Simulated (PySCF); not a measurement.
**H₃IO₂: one-bond stretch**

Level of theory: PBE0 in PySCF with I def2-TZVP with ECP28, O def2-TZVP, H def2-TZVP; scalar-relativistic core potentials, no spin–orbit coupling; density-fitted integrals.

Rigid scan from the singlet minimum (I–H 1.693 Å, I–H 1.698 Å (×2), I–O 1.775 Å (×2); H–I–H 86.7° (×2), H–I–H 173.3°, H–I–O 91.4° (×4), H–I–O 114.6° (×2), O–I–O 130.8°). Coordinate: the bond from I to the last atom (H) scaled, the rest fixed. Energies in kJ/mol from the minimum.

```json
{"scale of one bond": "0.92", "E (kJ/mol)": "15.2", "dipole size (D)": "3.63"}
{"scale of one bond": "0.96", "E (kJ/mol)": "3.4", "dipole size (D)": "3.62"}
{"scale of one bond": "1.00", "E (kJ/mol)": "0.0", "dipole size (D)": "3.61"}
{"scale of one bond": "1.05", "E (kJ/mol)": "4.2", "dipole size (D)": "3.60"}
{"scale of one bond": "1.12", "E (kJ/mol)": "20.6", "dipole size (D)": "3.59"}
{"scale of one bond": "1.20", "E (kJ/mol)": "47.8", "dipole size (D)": "3.61"}
{"scale of one bond": "1.35", "E (kJ/mol)": "107.4", "dipole size (D)": "3.68"}
{"scale of one bond": "1.55", "E (kJ/mol)": "183.9", "dipole size (D)": "–"}
{"scale of one bond": "1.80", "E (kJ/mol)": "259.9", "dipole size (D)": "–"}
{"scale of one bond": "2.20", "E (kJ/mol)": "335.7", "dipole size (D)": "–"}
```

At long bonds a restricted determinant can lie too high, and another spin state can fall below this curve.

Other isomers or separated fragments may lie lower.

The scan took 23 s on 2 threads of a shared Arm Neoverse V2 host; the process peaked at 1.8 GiB.
